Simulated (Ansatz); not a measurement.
Ansatz (an electronic-structure program) input for WO3, SMILES [O]=[W](=[O])=[O], multiplicity 1, PBE-D3(BJ)/def2-TZVP. 

Ansatz 0.2 input:
```yaml
crystal:
  periodic: [false, false, false]
  atoms:
    - {symbol: W, position_ang: [0.00000000, -0.00000000, -0.00000000]}
    - {symbol: O, position_ang: [1.73138251, 0.00000000, 0.00000000]}
    - {symbol: O, position_ang: [-0.86569125, -1.49942124, 0.00000000]}
    - {symbol: O, position_ang: [-0.86569126, 1.49942124, 0.00000000]}
basis:
  gaussian:
    orbitals: def2-TZVP
hamiltonian:
  xc: pbe
  dispersion: d3bj
relax: {f_tol: 0.002, max_steps: 200}
```

Log of the run:

```
WARN ansatz: RAYON_NUM_THREADS=1 ignored (pool sized by the plan → 1); use --threads N
Functional definition: PBE
integrals: 0.04 GiB planned
777 factors; their error is unknown
mean field: 0.35 GiB planned
mean field evaluation 1: about -7938.0726 eV, gradient 1.3e2 eV
mean field evaluation 2: about -7612.8316 eV, gradient 3.8e2 eV
mean field evaluation 4: about -7964.4555 eV, gradient 3.0e1 eV
mean field evaluation 8: about -7966.3718 eV, gradient 2.1e-1 eV
mean field evaluation 16: about -7966.3667 eV, gradient 8.4e-5 eV
mean field evaluation 32: about -7966.0813 eV, gradient 9.3e0 eV
mean field -7966.36670344 eV, -292.7585765543 hartree, gradient 4.2e-5 eV, S^2 0.000000; 7 other end points of the search recorded, 0 dependent functions left out
the calculation of the forces begins
reference -7966.36673846 eV, -292.7585778409 hartree; 19, 19 occupied and 114, 114 virtual orbitals, 777 factors
relax step   1: F+E_penalty+E_count = -7966.43478730 eV  Δ(F+E_penalty+E_count) = +0.000e0 eV  max|allowed force component| = 1.047e0 eV/Å  Δτ_max = 0.0000 Å  (209 SCF iters, accepted)
these checks for a lower state are left out or cut short: starts, cluster_reference, orbital_swaps, neighbouring_geometries, increment
integrals: 0.04 GiB planned
777 factors; their error is unknown
mean field: 0.35 GiB planned
mean field evaluation 64: about -7966.3864 eV, gradient 2.4e1 eV
mean field -7966.39535189 eV, -292.7596293653 hartree, gradient 1.9e-5 eV, S^2 0.000000; 0 other end points of the search recorded, 0 dependent functions left out
the calculation of the forces begins
reference -7966.39538672 eV, -292.7596306454 hartree; 19, 19 occupied and 114, 114 virtual orbitals, 777 factors
relax step   2: F+E_penalty+E_count = -7966.46308582 eV  Δ(F+E_penalty+E_count) = -2.830e-2 eV  max|allowed force component| = 2.359e-2 eV/Å  Δτ_max = 0.0188 Å  (32 SCF iters, accepted)
these checks for a lower state are left out or cut short: starts, cluster_reference, orbital_swaps, neighbouring_geometries, increment
integrals: 0.04 GiB planned
777 factors; their error is unknown
mean field: 0.35 GiB planned
mean field -7966.39535934 eV, -292.7596296390 hartree, gradient 9.0e-6 eV, S^2 0.000000; 0 other end points of the search recorded, 0 dependent functions left out
the calculation of the forces begins
reference -7966.39539417 eV, -292.7596309192 hartree; 19, 19 occupied and 114, 114 virtual orbitals, 777 factors
relax step   3: F+E_penalty+E_count = -7966.46310135 eV  Δ(F+E_penalty+E_count) = -1.552e-5 eV  max|allowed force component| = 3.793e-4 eV/Å  Δτ_max = 0.0004 Å  (33 SCF iters, accepted)
integrals: 0.04 GiB planned
777 factors; their error is unknown
mean field: 0.35 GiB planned
mean field evaluation 96: about -7966.3954 eV, gradient 1.7e-3 eV
mean field evaluation 128: about -7964.3847 eV, gradient 1.2e1 eV
mean field -7966.39535934 eV, -292.7596296390 hartree, gradient 1.4e-5 eV, S^2 0.000000; 8 other end points of the search recorded, 0 dependent functions left out
the calculation of the forces begins
reference -7966.39539417 eV, -292.7596309192 hartree; 19, 19 occupied and 114, 114 virtual orbitals, 777 factors
Total energy: -7966.46313618 eV, -292.7621203921 hartree
Atom 0 at     0.000010    -0.000000     0.000000 Å, force     0.000005     0.000000    -0.000000 eV/Å
Atom 1 at     1.749727     0.000000    -0.000000 Å, force    -0.000379    -0.000000     0.000000 eV/Å
Atom 2 at    -0.874868    -1.515286    -0.000000 Å, force     0.000187     0.000298     0.000000 eV/Å
Atom 3 at    -0.874868     1.515286    -0.000000 Å, force     0.000187    -0.000298     0.000000 eV/Å
Dipole moment:     0.000007     0.000000     0.000000 e Å
```

The calculation finished and met its thresholds.
